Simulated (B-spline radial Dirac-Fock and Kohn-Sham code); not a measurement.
Binding energies of Ag³⁰⁺ at several levels of theory

System: Ag³⁰⁺, [Ne] 3s2 3p5.

The density-functional columns are spherical, spin-unpolarised Dirac-Kohn-Sham results without Breit or QED terms: −ε is minus the orbital energy of the initial state and ΔSCF the difference of two total energies. The reference in the last column comes from relaxed Dirac-Fock hole states (ΔSCF) with Breit and QED corrections and a finite nucleus. All numbers are from an atomic code on a B-spline grid, in eV; a selection of levels is shown. For the 1s level of heavy atoms much of the gap between ΔSCF and the reference is the Breit and QED part, -79.4 eV here; for other levels the error of the functional can be larger.

```tsv
level	LDA −ε	LDA ΔSCF	Dirac-Fock
K (1s)	26804.7	27149.5	27078.8
L1 (2s)	5206.4	5288.5	5326.2
L2 (2p1/2)	4958.8	5056.0	5050.8
M1 (3s)	1916.4	1950.9	1961.8
M2,3 (3p)	1799.1	1834.7	1830.9
```

Values without a named source are computed, but for edge energies of neutral atoms, which are taken from tables.
